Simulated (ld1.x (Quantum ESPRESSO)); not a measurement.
# Building the ultrasoft potential for Kr (PBEsol, fully relativistic).

ld1.x (Quantum ESPRESSO) 7.5 input, shortened:

```
&input
   title='Kr', zed=36., rel=2, dft='PBESOL', iswitch=3,
   config='[Ar] 3d10 4s2 4p6', rel_dist='average'
 /
 &inputp
   pseudotype=3, tm=.true., lloc=-2, rcloc=1.25,
   nlcc=.true., new_core_ps=.true.
 /
4
4S  1  0   2.00   0.00  1.30  1.50  0.0
4S  1  0   0.00  -0.45  1.30  1.50  0.0
4P  2  1   6.00   0.00  1.00  1.15  0.0
4P  2  1   0.00   1.20  1.00  1.15  0.0
 &test
   configts(1)='4s2 4p6'
 /
```

Open shells are filled in proportion to 2j + 1 (rel_dist='average').

All-electron outer shells of the reference configuration (PBEsol, scalar-relativistic, ld1.x):

```
shell  level (eV)  outermost node (bohr)  outermost maximum (bohr)
   3p     -194.95                   0.20                      0.46
   3d      -81.40                      –                      0.41
   4s      -23.04                   0.64                      1.34
   4p       -9.24                   0.67                      1.55
```

(1) Does the generator finish with these settings?

Results:

(1) No. ld1.x (Quantum ESPRESSO) 7.5 stopped with "the pseudo-atom did not reach self-consistency". Before that it printed "Warning: n=2, l=1 expected 0 nodes, found 1".
